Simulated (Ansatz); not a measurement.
Computed with Ansatz on PBE0-D4/def2-TZVP structures; ΔE is electronic, products minus reactants. CCSD(T)/CBS adds triple-zeta CCSD(T) − MP2 to the extrapolated MP2 energy (def2 sets, frozen cores). This one scheme is used for every species. Functionals use def2-TZVPP. B3LYP here is the variant with VWN-RPA as its local correlation; programs differ in this. One conformer a species, not always the lowest.

`C[Si](C)(N)O` + CH₃OH → `CO[Si](C)(N)O` + CH₄  (ligand exchange at the Si–C bond)

```json
{"level": "PBE0-D4", "ΔE (kcal/mol)": "-27.3"}
{"level": "B3LYP-D4", "ΔE (kcal/mol)": "-29.7"}
{"level": "PBE0", "ΔE (kcal/mol)": "-26.8"}
{"level": "MP2/def2-TZVPP", "ΔE (kcal/mol)": "-29.2"}
{"level": "SCS-MP2/def2-TZVPP", "ΔE (kcal/mol)": "-29.5"}
{"level": "MP2/def2-QZVPP", "ΔE (kcal/mol)": "-29.1"}
{"level": "SCS-MP2/def2-QZVPP", "ΔE (kcal/mol)": "-29.4"}
{"level": "MP2/CBS(def2)", "ΔE (kcal/mol)": "-28.9"}
```

Problem. What does CCSD(T)/CBS give? (An estimate is asked.)

Solution. The calculation gave: -28.7 kcal/mol. The listed levels differ from it by 1.4, -1.0, 1.9, -0.5, -0.8, -0.4, -0.7, -0.2 kcal/mol.

Largest T1 diagnostic among the species: 0.011.

In def2-TZVPP, CCSD(T) changes the Hartree–Fock value by +2.7 kcal/mol (the triples alone add +0.2 kcal/mol) and MP2 by +2.4 kcal/mol. From PBE to PBE0 (25 % exact exchange), in def2-TZVPP and without D4, ΔE moves by −0.8 kcal/mol. The D4 term adds −0.8 kcal/mol with B3LYP and −0.5 kcal/mol with PBE0; it sums over pairs of atoms, weighted by their polarisabilities, and B3LYP, whose exchange is more repulsive, gets the larger term.
